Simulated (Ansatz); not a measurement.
Consider the redistribution: `[CH3][AlH][S]C` + `[SiH3]/N=[CH]\[GeH3]` → `C[S][AlH][GeH3]` + `C/C=N\[SiH3]`.

Isolated molecules relaxed with PBE0-D4/def2-TZVP in Ansatz; ΔE leaves out vibrations. CCSD(T)/CBS is the MP2 limit (def2-TZVPP, def2-QZVPP) plus CCSD(T) − MP2 in def2-TZVPP, frozen cores. Double bonds are as drawn, so ΔE can hold a change between cis and trans. DFT in def2-TZVPP. For Ge outer-core shells are correlated without core-valence functions, which leaves a few kJ/mol of doubt a bond. Scalar relativity is left out up to krypton. Each species was taken in one conformer, which may not be the lowest.

`[CH3][AlH][S]C`:

Z-matrix (Å, degrees):
```
C
Al 1 1.951
H 1 1.095 2 111.6
H 1 1.093 2 111.1 3 120.1
H 1 1.095 2 111.7 3 -119.7
S 2 2.176 1 120.8 3 60.0
H 2 1.584 1 124.6 3 -120.0
C 6 1.821 2 103.6 1 0.0
H 8 1.089 6 108.8 2 120.6
H 8 1.089 6 108.8 2 -120.6
H 8 1.089 6 112.0 2 -0.0
```

`[SiH3]/N=[CH]\[GeH3]`:

```xyz
11

Si   -1.719   -0.584   -0.536
N    -0.124   -0.697   -1.217
C     0.971   -0.266   -0.770
Ge    1.312    0.733    0.925
H    -2.570    0.129   -1.520
H    -2.217   -1.968   -0.346
H    -1.771    0.139    0.770
H     1.874   -0.452   -1.375
H     0.887   -0.110    2.137
H     0.537    2.059    0.930
H     2.821    1.019    1.001
```

`C[S][AlH][GeH3]`:

```xyz
11

C    -0.379    1.487    1.374
S    -1.196   -0.073    1.835
Al   -0.670   -1.464    0.254
Ge    0.797   -0.745   -1.607
H    -1.116    2.172    0.957
H     0.043    1.923    2.279
H     0.421    1.331    0.651
H    -1.295   -2.911    0.400
H     0.003    0.025   -2.682
H     1.928    0.197   -1.148
H     1.466   -1.939   -2.314
```

`C/C=N\[SiH3]`:

```xyz
11

C    -1.274    0.784    0.541
C    -0.994   -0.154   -0.589
N     0.092   -0.708   -0.900
Si    1.675   -0.649   -0.207
H    -1.661    1.728    0.147
H    -2.063    0.368    1.177
H    -0.390    0.981    1.147
H    -1.874   -0.370   -1.216
H     1.854    0.214    1.001
H     2.594   -0.155   -1.263
H     2.041   -2.039    0.162
```

```json
{"level": "PBE-D4", "ΔE (kcal/mol)": "-10.3", "difference from CCSD(T)/CBS": "-1.9"}
{"level": "r2SCAN-D4", "ΔE (kcal/mol)": "-9.3", "difference from CCSD(T)/CBS": "-0.9"}
{"level": "ωB97M-V", "ΔE (kcal/mol)": "-8.0", "difference from CCSD(T)/CBS": "0.4"}
{"level": "B2PLYP", "ΔE (kcal/mol)": "-8.5", "difference from CCSD(T)/CBS": "-0.1"}
{"level": "PBE0", "ΔE (kcal/mol)": "-11.1", "difference from CCSD(T)/CBS": "-2.7"}
{"level": "HF/def2-TZVPP", "ΔE (kcal/mol)": "-10.1", "difference from CCSD(T)/CBS": "-1.7"}
{"level": "SCS-MP2/def2-TZVPP", "ΔE (kcal/mol)": "-7.3", "difference from CCSD(T)/CBS": "1.1"}
{"level": "CCSD(T)/def2-TZVPP", "ΔE (kcal/mol)": "-8.2", "difference from CCSD(T)/CBS": "0.2"}
{"level": "HF/def2-QZVPP", "ΔE (kcal/mol)": "-10.0", "difference from CCSD(T)/CBS": "-1.6"}
{"level": "HF/CBS(def2)", "ΔE (kcal/mol)": "-10.0", "difference from CCSD(T)/CBS": "-1.6"}
{"level": "CCSD(T)/CBS", "ΔE (kcal/mol)": "-8.4", "difference from CCSD(T)/CBS": "0"}
```

Largest T1 diagnostic among the species: 0.013.

In def2-TZVPP, CCSD(T) changes the Hartree–Fock value by +1.9 kcal/mol (the triples alone add +0.3 kcal/mol) and MP2 by +2.9 kcal/mol.
